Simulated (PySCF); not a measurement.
Computed properties of SnF2, SMILES [F][Sn][F]

SnF₂, SMILES [F][Sn][F] (connectivity only; charge and spin as stated), neutral, multiplicity 1. Geometry optimised at B3LYP-D3(BJ)/def2-TZVP. The isomer is the one that the SMILES or the coordinates give; other isomers of the formula were not compared. The def2 effective core potentials stand for the cores of Sn; spin–orbit coupling is left out. The values are those of a single conformer. All values are computed for the isolated molecule unless a solvent is named; none is compared with measurement here.

**Structure.** The optimised structure has C2v symmetry. All 3 harmonic modes at B3LYP-D3(BJ)/def2-TZVP (PySCF) are real, so it is a minimum. With heavy atoms numbered as in [Sn:1]([F:2])[F:3], the shortest bond between them is Sn1–F3 at 1.948 Å and the longest Sn1–F2 at 1.948 Å.

**Vibrations.** The strongest infrared lines (harmonic, unscaled, degenerate partners summed) lie at 572 cm⁻¹ (120 km/mol, F 85 %, Sn 15 %), 590 cm⁻¹ (91 km/mol, F 87 %, Sn 13 %), 189 cm⁻¹ (11 km/mol, F 89 %, Sn 11 %). The softest mode is at 189 cm⁻¹ and the zero-point energy is 1.9 kcal/mol.

**Electronic structure.** PBE0/def2-TZVPD (PySCF) places the frontier levels at -8.83 and -2.89 eV, a gap of 5.94 eV, and gives a dipole moment of 3.85 D and a mean polarisability of 37.9 bohr³. PBE/def2-TZVPD (PySCF) at the same geometry gives -7.60 and -3.58 eV, so its gap is 1.92 eV narrower. An orbital gap is neither the optical nor the fundamental gap.

**Excitations.** TDA-CAM-B3LYP/def2-SVPD (PySCF) has S1 at 5.25 eV (236 nm, f = 0.164, bright); the most intense of the 10 singlets computed lies at 7.97 eV (f = 0.40). T1 (TDA) is at 3.61 eV, 1.64 eV under S1. TDA-PBE/def2-SVPD (PySCF) puts S1 at 4.77 eV. No vertical singlet excitation falls in the visible range (under 3.1 eV).
